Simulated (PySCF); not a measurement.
C3H9O2Sn (SMILES C[CH](C)[Sn]([OH])[OH]), doublet, at a GFN2-xTB geometry (such geometries of metal compounds can be far from the true shape) (the spin is typed, not shown lowest) (all electrons, no relativity); PBE0/3-21G (PySCF).

PySCF was given this input:
```python
from pyscf import gto, scf, dft

mol = gto.Mole()
mol.atom = '''
    Sn    0.46403987    0.33198427    0.50852436
    C    -0.70988159   -1.04957052   -1.49925834
    C     0.01680332   -2.34141420   -1.65073718
    C    -0.72005664   -0.11512295   -2.65568922
    H    -1.64872954   -1.11420461   -0.95960904
    H    -0.53537796   -3.00084517   -2.33010456
    H     1.00949169   -2.19459737   -2.07462176
    H     0.10380565   -2.85988889   -0.69711222
    H    -1.03292017    0.87914020   -2.34272128
    H    -1.43699444   -0.45893251   -3.40944947
    H     0.25787270   -0.05422862   -3.12952546
    O    -0.75614554    1.97894213    0.37328599
    H    -1.35157038    2.11545931    1.10719208
    O    -0.48332448   -0.43753645    2.19838269
    H    -0.17300183   -1.20571507    2.67049305
'''
mol.basis = '3-21g'
mol.spin = 1
mol.verbose = 4
mol.build()

mf = dft.UKS(mol)
mf.xc = 'pbe0'
mf.kernel()
mf.analyze()
```

Output, abridged:

```
PySCF version 2.14.0

[INPUT] verbose = 4
[INPUT] num. atoms = 15
[INPUT] num. electrons = 93
[INPUT] charge = 0
[INPUT] spin (= nelec alpha-beta = 2S) = 1
[INPUT] symmetry False subgroup None
[INPUT] Mole.unit = angstrom
[INPUT] Symbol           X                Y                Z      unit          X                Y                Z       unit  Magmom
[...]
nuclear repulsion = 581.459427063446
number of shells = 56
number of NR pGTOs = 183
number of NR cGTOs = 94
basis = 3-21g
ecp = {}

******** <class 'pyscf.dft.uks.UKS'> ********
method = UKS
initial guess = minao
damping factor = 0
level_shift factor = 0
DIIS = <class 'pyscf.scf.diis.CDIIS'>
diis_start_cycle = 1
diis_space = 8
diis_damp = 0
SCF conv_tol = 1e-09
SCF conv_tol_grad = None
SCF max_cycles = 50
direct_scf = True
direct_scf_tol = 1e-13
number electrons alpha = 47  beta = 46
XC library pyscf.dft.libxc version 7.1.2
    S. Lehtola, C. Steigemann, M. J. T. Oliveira, and M. A. L. Marques,  SoftwareX 7, 1–5 (2018)
XC functionals = pbe0
    C. Adamo and V. Barone,  J. Chem. Phys. 110, 6158 (1999)
    M. Ernzerhof and G. E. Scuseria,  J. Chem. Phys. 110, 5029 (1999)
radial grids:
    Treutler-Ahlrichs [JCP 102, 346 (1995); DOI:10.1063/1.469408] (M4) radial grids

becke partition: Becke, JCP 88, 2547 (1988); DOI:10.1063/1.454033
pruning grids: <function nwchem_prune>
grids dens level: 3
symmetrized grids: False
atomic radii adjust function: <function treutler_atomic_radii_adjust>
small_rho_cutoff = 0
Set gradient conv threshold to 3.16228e-05
tot grids = 180752
init E= -6253.87640182956

cycle= 1 E= -6266.56994454554  delta_E= -12.7  |g|= 0.789  |ddm|= 2.41
cycle= 2 E= -6264.88203612314  delta_E= 1.69  |g|= 1.89  |ddm|= 2.39
cycle= 3 E= -6266.76376678168  delta_E= -1.88  |g|= 0.29  |ddm|= 2.17
cycle= 4 E= -6266.81434165115  delta_E= -0.0506  |g|= 0.122  |ddm|= 0.532
cycle= 5 E= -6266.82290525143  delta_E= -0.00856  |g|= 0.0306  |ddm|= 0.184
cycle= 6 E= -6266.8235583003  delta_E= -0.000653  |g|= 0.011  |ddm|= 0.0532
cycle= 7 E= -6266.82364740508  delta_E= -8.91e-05  |g|= 0.00375  |ddm|= 0.0155
cycle= 8 E= -6266.82366176649  delta_E= -1.44e-05  |g|= 0.00345  |ddm|= 0.0114
cycle= 9 E= -6266.8236676384  delta_E= -5.87e-06  |g|= 0.0014  |ddm|= 0.00458
cycle= 10 E= -6266.82366895108  delta_E= -1.31e-06  |g|= 0.000423  |ddm|= 0.00221
cycle= 11 E= -6266.82366916746  delta_E= -2.16e-07  |g|= 5.93e-05  |ddm|= 0.00136
cycle= 12 E= -6266.82366917832  delta_E= -1.09e-08  |g|= 2.86e-05  |ddm|= 0.000279
cycle= 13 E= -6266.82366918116  delta_E= -2.84e-09  |g|= 1.55e-05  |ddm|= 0.000175
cycle= 14 E= -6266.8236691816  delta_E= -4.45e-10  |g|= 3.71e-06  |ddm|= 6.81e-05
Extra cycle  E= -6266.82366918161  delta_E= -2.73e-12  |g|= 4.25e-06  |ddm|= 1.14e-05
converged SCF energy = -6266.82366918161  <S^2> = 0.76610759  2S+1 = 2.0160432
**** SCF Summaries ****
Total Energy =                       -6266.823669181607329
Nuclear Repulsion Energy =             581.459427063446356
One-electron Energy =                -9801.064921994648103
Two-electron Energy =                 2952.781825749595100
Two-electron Coulomb Energy =         3150.092823802845487
DFT Exchange-Correlation Energy =     -197.310998053250444
**** MO energy ****
                             alpha | beta                alpha | beta
[...]
To work with the spin densities directly, `use mulliken_meta_spin()` only printing them here.

 ** Mulliken spin pop alpha/beta on meta-lowdin orthogonal AOs **
 ** Mulliken Spin Density (per AO)  **
spin_pop of  0 Sn 1s        0.00000
spin_pop of  0 Sn 2s        0.00000
spin_pop of  0 Sn 3s        0.00000
spin_pop of  0 Sn 4s        0.00001
spin_pop of  0 Sn 5s        0.04756
spin_pop of  0 Sn 6s        0.00139
spin_pop of  0 Sn 2px       0.00000
spin_pop of  0 Sn 2py      -0.00000
spin_pop of  0 Sn 2pz      -0.00000
spin_pop of  0 Sn 3px       0.00001
spin_pop of  0 Sn 3py      -0.00000
spin_pop of  0 Sn 3pz      -0.00000
spin_pop of  0 Sn 4px       0.00004
spin_pop of  0 Sn 4py      -0.00001
spin_pop of  0 Sn 4pz      -0.00001
spin_pop of  0 Sn 5px       0.17540
spin_pop of  0 Sn 5py      -0.00335
spin_pop of  0 Sn 5pz      -0.03485
spin_pop of  0 Sn 6px       0.00128
spin_pop of  0 Sn 6py       0.00052
spin_pop of  0 Sn 6pz       0.00021
spin_pop of  0 Sn 3dxy      0.00000
spin_pop of  0 Sn 3dyz      0.00000
spin_pop of  0 Sn 3dz^2     0.00000
spin_pop of  0 Sn 3dxz      0.00000
spin_pop of  0 Sn 3dx2-y2    0.00000
spin_pop of  0 Sn 4dxy     -0.00005
spin_pop of  0 Sn 4dyz      0.00003
spin_pop of  0 Sn 4dz^2     0.00007
spin_pop of  0 Sn 4dxz     -0.00004
spin_pop of  0 Sn 4dx2-y2    0.00004
spin_pop of  1 C 1s       -0.00001
spin_pop of  1 C 2s        0.04826
spin_pop of  1 C 3s        0.00081
spin_pop of  1 C 2px       0.20340
spin_pop of  1 C 2py       0.14126
spin_pop of  1 C 2pz       0.23887
spin_pop of  1 C 3px       0.00101
spin_pop of  1 C 3py       0.00070
spin_pop of  1 C 3pz       0.00192
spin_pop of  2 C 1s        0.00000
spin_pop of  2 C 2s       -0.00534
spin_pop of  2 C 3s        0.00004
spin_pop of  2 C 2px      -0.00865
spin_pop of  2 C 2py      -0.01100
spin_pop of  2 C 2pz      -0.00384
spin_pop of  2 C 3px       0.00011
spin_pop of  2 C 3py       0.00024
spin_pop of  2 C 3pz       0.00011
spin_pop of  3 C 1s        0.00000
spin_pop of  3 C 2s       -0.00527
spin_pop of  3 C 3s        0.00004
spin_pop of  3 C 2px      -0.00499
spin_pop of  3 C 2py      -0.01010
spin_pop of  3 C 2pz      -0.00777
spin_pop of  3 C 3px       0.00009
spin_pop of  3 C 3py       0.00015
spin_pop of  3 C 3pz       0.00024
spin_pop of  4 H 1s       -0.01089
spin_pop of  4 H 2s        0.00039
spin_pop of  5 H 1s        0.03808
spin_pop of  5 H 2s        0.00009
spin_pop of  6 H 1s        0.00821
spin_pop of  6 H 2s        0.00001
spin_pop of  7 H 1s        0.00854
spin_pop of  7 H 2s        0.00003
spin_pop of  8 H 1s        0.01270
spin_pop of  8 H 2s        0.00009
spin_pop of  9 H 1s        0.03878
spin_pop of  9 H 2s        0.00009
spin_pop of  10 H 1s        0.00587
spin_pop of  10 H 2s        0.00001
spin_pop of  11 O 1s       -0.00000
spin_pop of  11 O 2s        0.00086
spin_pop of  11 O 3s       -0.00006
spin_pop of  11 O 2px       0.04702
spin_pop of  11 O 2py      -0.00243
spin_pop of  11 O 2pz       0.01809
spin_pop of  11 O 3px      -0.00003
spin_pop of  11 O 3py       0.00002
spin_pop of  11 O 3pz       0.00005
spin_pop of  12 H 1s       -0.00094
spin_pop of  12 H 2s        0.00010
spin_pop of  13 O 1s       -0.00000
spin_pop of  13 O 2s        0.00060
spin_pop of  13 O 3s       -0.00004
spin_pop of  13 O 2px       0.06901
spin_pop of  13 O 2py       0.00883
spin_pop of  13 O 2pz      -0.00973
spin_pop of  13 O 3px       0.00003
spin_pop of  13 O 3py      -0.00003
spin_pop of  13 O 3pz       0.00001
spin_pop of  14 H 1s       -0.00192
spin_pop of  14 H 2s        0.00004
 ** Mulliken Spin Density (per atom)  **
spin density of  0 Sn =      0.18825
spin density of  1 C =      0.63622
spin density of  2 C =     -0.02833
spin density of  3 C =     -0.02762
spin density of  4 H =     -0.01050
spin density of  5 H =      0.03816
spin density of  6 H =      0.00823
spin density of  7 H =      0.00857
spin density of  8 H =      0.01279
spin density of  9 H =      0.03887
spin density of  10 H =      0.00588
spin density of  11 O =      0.06351
spin density of  12 H =     -0.00084
spin density of  13 O =      0.06869
spin density of  14 H =     -0.00188
 ** Mulliken pop alpha/beta on meta-lowdin orthogonal AOs **
 ** Mulliken pop       alpha | beta **
In total            47.00000 | 46.00000
 ** Mulliken atomic charges   ( Nelec_alpha | Nelec_beta ) **
charge of  0Sn =      0.63741  (    24.77542     24.58717 )
charge of  1C =     -0.11720  (     3.37671      2.74049 )
charge of  2C =     -0.30627  (     3.13897      3.16730 )
charge of  3C =     -0.31199  (     3.14219      3.16980 )
charge of  4H =      0.11605  (     0.43673      0.44722 )
charge of  5H =      0.11354  (     0.46231      0.42415 )
charge of  6H =      0.11103  (     0.44860      0.44037 )
charge of  7H =      0.10915  (     0.44971      0.44114 )
charge of  8H =      0.12608  (     0.44335      0.43056 )
charge of  9H =      0.11314  (     0.46286      0.42400 )
charge of  10H =      0.10888  (     0.44850      0.44262 )
charge of  11O =     -0.61176  (     4.33763      4.27412 )
charge of  12H =      0.27243  (     0.36337      0.36421 )
charge of  13O =     -0.63124  (     4.34997      4.28128 )
charge of  14H =      0.27076  (     0.36368      0.36556 )
Dipole moment(X, Y, Z, Debye):  0.45609, -2.78116, -0.74964
```
